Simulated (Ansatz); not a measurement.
Ideal-gas functions of F2I2Sn, SMILES `[F][Sn]([F])([I])[I]` at 600 K and 1 bar, from an Ansatz frequency run at PBE0-D4/def2-TZVP.

Molar mass 410.52 g/mol, point group C2v (symmetry number 2), electronic degeneracy 1, moments of inertia 388.735, 1363.198, 1584.143 u Å². Harmonic wavenumbers (cm⁻¹, unscaled): 52, 101, 104, 146, 163, 203, 250, 640, 645.

Use S(trans) = R[1.5 ln M + 2.5 ln T − 1.1517]; rotational temperatures θ = 24.2544 K / I; S(rot) = R[ln(√π/σ · √(T³/θAθBθC)) + 1.5]; for each mode x = 1.438777 ν̃/T, S = R[x/(eˣ − 1) − ln(1 − e⁻ˣ)] and H = RT x/(eˣ − 1); 1 cm⁻¹ = 0.0119627 kJ/mol; R = 8.31446 J/(mol·K).

Q: By hand: the entropy, in J/(mol·K).

A: Translation 198.4. Rotation: θ = 0.0624, 0.0178, 0.0153 K, giving 136.9. Vibration, mode by mode: 25.63, 20.12, 19.88, 17.08, 16.18, 14.38, 12.69, 5.52, 5.47, in all 137.0. Electronic 0.0. Sum 472.3 J/(mol·K).

Q: By hand: H − E and G − E in kJ/mol, counted from the electronic energy.

A: Zero-point energy ½ × 2304 × 0.0119627 = 13.8; thermal vibration 33.4; translation, rotation and pV give 4 RT = 20.0. H − E = 67.2 kJ/mol, and G − E = 67.2 − 600 × 472.3/1000 = -216.2 kJ/mol.

Vibration gives 29 % of the entropy, 82.7 J/(mol·K) of it from the modes under 150 cm⁻¹: soft modes count most, and the harmonic formula is weakest for them.
